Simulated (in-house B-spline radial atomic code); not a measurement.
# Ionising Sr XI (Sr10+) with different functionals

Computed with a B-spline radial code for spherical atoms: scalar-relativistic (spin-free X2C) Hamiltonian, Fermi nucleus of rms radius 4.224 fm, spin-polarised at highest spin, spherical fractional occupations for the functionals, and exact exchange of hybrids averaged over the configuration. The ionisation energy is the difference of two self-consistent energies, [Ar] 3d10 → [Ar] 3d9, without Breit or QED terms; ε is the level of the shell that loses the electron (its least bound occupied spin orbital). There is no spin-orbit coupling in this Hamiltonian.

| method | rung | ΔSCF (eV) | -ε(3d) (eV) |
| --- | --- | --- | --- |
| PBE0 | global hybrid | 324.17 | 309.76 |
| B3LYP | global hybrid | 324.20 | 308.57 |
| TPSSh | global hybrid | ? | ? |
| M06-2X | global hybrid | 324.01 | 316.51 |
| BHandHLYP | global hybrid | 324.16 | 315.84 |
| r2SCAN0 | global hybrid | 325.15 | 310.90 |
| B97-1 | global hybrid | 324.18 | 308.78 |
| HSE06 | range-separated hybrid | 324.06 | 309.23 |
| wB97X | range-separated hybrid | ? | ? |
| CAM-B3LYP | range-separated hybrid | 324.11 | 310.52 |
| LC-wPBE | range-separated hybrid | 323.90 | 309.38 |

(1) What does wB97X give?

(2) What does TPSSh give?

(3) Among the functionals, which spreads more, the ΔSCF values or the orbital energies?

(4) How do they compare with the NIST value?

Answers

(1) ΔSCF 323.74 eV, and -ε(3d) = 310.89 eV.

(2) ΔSCF 323.98 eV, and -ε(3d) = 305.95 eV.

(3) The orbital energies: ΔSCF values span about 1.41 eV and the orbital energies 10.56 eV; here energy differences depend much less on the functional than eigenvalues do.

(4) NIST lists 324.1 eV ± 0.15 (measured, ground level to ground level). Errors run from -0.33 to +1.08 eV; HSE06 is closest (-0.01 eV), though others lie within the uncertainty of it, and part of that can be cancellation, since the calculations leave out spin-orbit coupling, Breit-QED terms, multiplet and fine-structure energies.
